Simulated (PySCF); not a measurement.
Excitation energies in several basis sets

Compound: BH6NOSi.
InChI=1S/BH6NOSi/c2-1-3-4/h1H,2H2,4H3

TDDFT with PBE0 (PySCF), vertical singlets, core orbitals frozen in the response, spherical d and f functions. The structure is a single PBE0-D3(BJ)/def2-SVP conformer in the gas phase; no vibrational or solvent corrections.

| basis | functions | diffuse | S1 (eV) | S2 (eV) | S3 (eV) | S4 (eV) | S5 (eV) | LUMO (eV) | α (au) |
| --- | --- | --- | --- | --- | --- | --- | --- | --- | --- |
| 6-31G* | 72 | no | 7.13 | 7.71 | 8.35 | 8.42 | 8.44 | 0.72 | 41.6 |
| 6-31+G* | 88 | yes | 6.68 | 7.16 | 7.40 | 7.71 | 7.82 | -0.05 | 48.3 |
| def2-SVP | 90 | no | 7.35 | 7.90 | 8.17 | 8.25 | 8.38 | 0.84 | 45.2 |
| def2-SVPD | 135 | yes | 6.93 | 7.50 | 7.50 | 7.91 | 8.02 | 0.12 | 54.3 |
| aug-cc-pVDZ | 150 | yes | 6.58 | 7.06 | 7.31 | 7.43 | 7.63 | -0.22 | 55.6 |
| def2-TZVP | 166 | no | 7.02 | 7.55 | 7.71 | 8.06 | 8.09 | 0.29 | 51.2 |
| def2-TZVPD | 211 | yes | 6.73 | 7.23 | 7.36 | 7.74 | 7.77 | -0.07 | 55.0 |

Task: How much do these states and the polarisability depend on the basis?

Result: States are compared by their number. Against the largest diffuse basis here (def2-TZVPD, itself not a converged limit), sets without diffuse functions differ by up to 0.62 eV in S1 and 0.66 eV in S5; the smaller diffuse sets differ by up to 0.20 and 0.24 eV. State by state, the largest deviation of a set without diffuse functions is S1 0.62, S2 0.67, S3 0.99, S4 0.68, S5 0.66 eV. The same number needn't mean the same state in each row. Against def2-TZVPD the polarisability deviates by -24% in 6-31G*, -12% in 6-31+G*, -18% in def2-SVP, -1% in def2-SVPD, +1% in aug-cc-pVDZ, -7% in def2-TZVP. A single + in a Pople set puts diffuse functions on heavy atoms only.

Without π bonds the low states may be Rydberg-like; a valence basis with one diffuse set may place them up to an eV too high.
